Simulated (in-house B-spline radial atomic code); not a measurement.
The numbers below are computed, except where a source is named.
# Making a Troullier-Martins s channel for Sr, r_c = 1.05 bohr

Sr, [Kr] 5s2, non-relativistic PBE, spherical and spin-unpolarised, from a B-spline radial code for spherical atoms (atomic units). The all-electron 4s level is ε = -1.455199 hartree, its outermost node lies just inside 0.61 bohr and its outer maximum at 1.21 bohr.

Inside r_c the pseudo-orbital is u(r) = r^1 exp(p(r)), with p = c0 + c2 r² + c4 r⁴ + … + c12 r¹². The seven coefficients follow from p and its first four derivatives at r_c, from zero curvature of the screened potential at the origin, c4 = −c2²/(2l + 5), and from the norm inside r_c. At r_c the all-electron orbital has P = 0.9221164, P' = 0.7263417, the screened potential V = -4.335278, V' = 8.208696, V'' = -21.86996, and the norm inside is Q = 0.2320291.

What are p, p' and p'' at r_c?

p = ln(P/r_c^1) = ln(0.9221164/1.05) = -0.12987. p' = P'/P − 1/r_c = 0.78769 − 0.95238 = -0.16469. The radial equation gives p'' = 2(V − ε) − 2(1) p'/r_c − p'² = -5.76016 − (-0.31370) − 0.02712 = -5.47358. Differentiating, p''' = 2V' + 2(1)p'/r_c² − 2(1)p''/r_c − 2p'p'' = 24.742, and p'''' = 2V'' − 4(1)p'/r_c³ + 4(1)p''/r_c² − 2(1)p'''/r_c − 2p''² − 2p'p''' = -161.93.

For a trial c2 the five matching conditions are linear in c0, c6, c8, c10 and c12, and c2 is varied until the norm inside r_c equals Q. The root nearest zero gives:

```tsv
n	c_n
0	-0.3497815
2	-0.7568276
4	-0.1145576
6	7.663541
8	-12.61082
10	7.728625
12	-1.689174
```

Check c4 and p(r_c), and find the screened pseudopotential at the origin.

−c2²/5 = -0.114558, as listed. The terms c_n r_c^n are -0.34978, -0.83440, -0.13925, 10.26988, -18.63192, 12.58912, -3.03351, which sum to -0.12987. Inverting the radial equation, V_l(r) = ε + 1 p'/r + (p'' + p'²)/2, so V_l(0) = ε + (2l + 3) c2 = -1.455199 + 3 × (-0.756828) = -3.7257 hartree, finite where the all-electron potential diverges.

Orbitals and screened potentials:

```csv
r (bohr),P,u,V all-electron,V pseudo
0.105,0.3055,0.07339,-243.4,-3.707
0.262,-0.2623,0.1756,-62.52,-3.12
0.42,-0.4809,0.2663,-27.21,-0.986
0.578,-0.09185,0.366,-14.66,1.729
0.735,0.3859,0.5209,-9.035,1.72
0.892,0.7344,0.7432,-6.031,-2.746
1.05,0.9221,0.9221,-4.335,-4.335
```

Logarithmic derivatives P'/P at R = 1.35 bohr, for energies E around ε:

```
E − ε (hartree)  all-electron     pseudo
           -0.5      0.123803   0.120125
          -0.25     -0.120374  -0.121483
           -0.1     -0.278271  -0.278501
              0     -0.388887   -0.38893
            0.1     -0.504179  -0.504444
           0.25     -0.686728  -0.688308
            0.5      -1.02039   -1.02791
```

With P(R) = 0.9513667 and a norm of 0.5109051 inside R, what slope in energy does norm conservation fix?

d(P'/P)/dE = −2 × (norm inside R)/P(R)² = -1.1289 per hartree·bohr at E = ε, for both atoms, since orbital and norm agree at R. Differences over ±0.1 hartree give -1.1295 (all-electron) and -1.1297 (pseudo), which also hold third-order terms. Half a hartree below ε the two curves differ by -0.0037.
